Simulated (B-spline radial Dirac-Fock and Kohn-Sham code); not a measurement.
**P³⁺: scattering cross sections and density moments**

System: phosphorus as P³⁺ in the configuration [Ne] 3s2.

Method: relativistic Hartree-Fock (Dirac-Fock) wave functions, averaged over the configuration. Computed with an atomic code on a B-spline grid.

| Quantity | Value |
| --- | --- |
| Sum of ⟨r⟩ | 7.503 bohr |
| Sum of ⟨r²⟩ | 8.905 bohr² |
| Sum of ⟨1/r⟩ | 52.933 per bohr |
| Langevin diamagnetic susceptibility | -7.05 × 10⁻⁶ cm³/mol |
| Lamb shielding (α²/3)Σ⟨1/r⟩ | 939.6 ppm |

Coherent scattering is the Thomson cross section weighted by f₀², without anomalous dispersion; incoherent scattering is Klein-Nishina weighted by S. The Lamb formula is the non-relativistic shielding expression. Electron correlation is left out.

| hν (keV) | coherent (b) | incoherent (b) | incoherent per electron (b) |
| --- | --- | --- | --- |
| 1 | 92.55 | 0.2282 | 0.0190 |
| 8.0478 | 40.12 | 2.991 | 0.249 |
| 10 | 31.97 | 3.536 | 0.295 |
| 17.4793 | 15.17 | 4.887 | 0.407 |
| 20 | 12.43 | 5.141 | 0.428 |
| 100 | 0.8372 | 5.668 | 0.472 |
| 200 | 0.2236 | 4.808 | 0.401 |
| 1000 | 0.009232 | 2.531 | 0.211 |

Incoherent scattering overtakes coherent scattering between 20 and 100 keV.
